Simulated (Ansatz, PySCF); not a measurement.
Molecule: SnCl, net charge 1, singlet state. SMILES: [Cl][Sn+]
Geometry: optimised at B3LYP-D3(BJ)/def2-TZVP (Ansatz, a program for electronic structure).

Property: vertical ionisation energy (to the doublet state of charge +2; each state is the SCF solution reached for its spin), in eV. Correlated levels leave the core frozen unless marked. Open shells are spin-unrestricted. Spin-orbit coupling is left out. Frozen are the shells of the preceding noble gas and the d and f shells that filled before the atom's block. Past Kr the def2 sets carry scalar-relativistic core potentials. Basis-set limits of correlation are two-point, X^-3; Hartree-Fock from the larger set.

```tsv
level	program	vertical ionisation energy (eV)	minus last row
SVWN5/def2-TZVPD	Ansatz	17.85	0.38
PBE/def2-TZVPD	Ansatz	17.52	0.05
B3LYP/def2-TZVPD	Ansatz	17.60	0.13
PBE0/def2-TZVPD	Ansatz	17.53	0.06
BHLYP/def2-TZVPD	Ansatz	17.41	-0.06
wB97X-V/def2-TZVPD	Ansatz	17.57	0.10
CCSD/def2-SVPD	Ansatz	17.29	-0.18
CCSD/CBS(def2-TZVPPD,def2-QZVPPD)	Ansatz	17.42	-0.05
CCSD(T)/def2-SVPD	Ansatz	17.32	-0.15
CCSD(T)/CBS(def2-TZVPPD,def2-QZVPPD)	Ansatz	17.47	0.00
```

For comparison, minus the highest occupied orbital energy (PySCF): 17.38 eV at HF/def2-TZVPD, 14.04 eV at BP86/def2-TZVPD, 13.92 eV at PBE/def2-TZVPD.
